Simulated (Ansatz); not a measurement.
Reaction (formal exchange of groups at a Ge–F bond): `[F][Ge]([F])([Cl])[Br]` + `O=C1CO1` → `[F][GeH]([Cl])[Br]` + `O=C1OC1F`

Program: Ansatz. Geometries: PBE0-D4/def2-TZVP. ΔE: electronic, gas phase. CCSD(T)/CBS is the MP2 limit (def2-TZVPP, def2-QZVPP) plus CCSD(T) − MP2 in def2-TZVPP, frozen cores. Functionals use def2-TZVPP. HSE06 is defined as in plane-wave codes. For Br, Ge outer-core shells are correlated without core-valence functions, which leaves a few kJ/mol of doubt a bond. Scalar relativity is left out up to krypton.

**Question.** Is it downhill or uphill in electronic energy at CCSD(T)/CBS, and by how much? (Estimate.)

**Answer.** Computed: Uphill: ΔE = +30.4 kcal/mol.

**Question.** What do these levels give: revPBE-D4, BHLYP-D4, ωB97X-V, BLYP, PBE0, HSE06, BHLYP, CCSD(T)/def2-SVP, HF/def2-TZVPP, SCS-MP2/def2-TZVPP, CCSD/def2-TZVPP, MP2/def2-QZVPP? (An estimate is asked.)

**Answer.** Computed: revPBE-D4 27.1, BHLYP-D4 30.2, ωB97X-V 28.8, BLYP 27.6, PBE0 27.4, HSE06 27.3, BHLYP 29.8, CCSD(T)/def2-SVP 28.1, HF/def2-TZVPP 31.2, SCS-MP2/def2-TZVPP 31.7, CCSD/def2-TZVPP 30.8, MP2/def2-QZVPP 32.2 kcal/mol.

**Question.** What do rigid-rotor, harmonic-oscillator terms from PBE0-D4/def2-TZVP frequencies (298.15 K, 1 bar) make of the CCSD(T)/CBS value? (Estimate.)

**Answer.** Ansatz gave: ΔZPE = -1.2 kcal/mol, ΔH = +29.0 kcal/mol, ΔS = 0 J/(mol·K), ΔG = +29.1 kcal/mol.

Largest T1 diagnostic among the species: 0.017.

Leaving LDA and LC-ωPBE aside and taking each functional with its dispersion term where it has one, the values, not all of them listed here, spread over 3.7 kcal/mol, from PBE-D4 to BHLYP-D4. LDA lies −2.4 kcal/mol from PBE without D4. From BLYP to BHLYP (50 % exact exchange), in def2-TZVPP and without D4, ΔE moves by +2.2 kcal/mol. At CCSD(T), def2-SVP lies −2.4 kcal/mol from the extrapolated value and def2-TZVPP +0.1 kcal/mol.
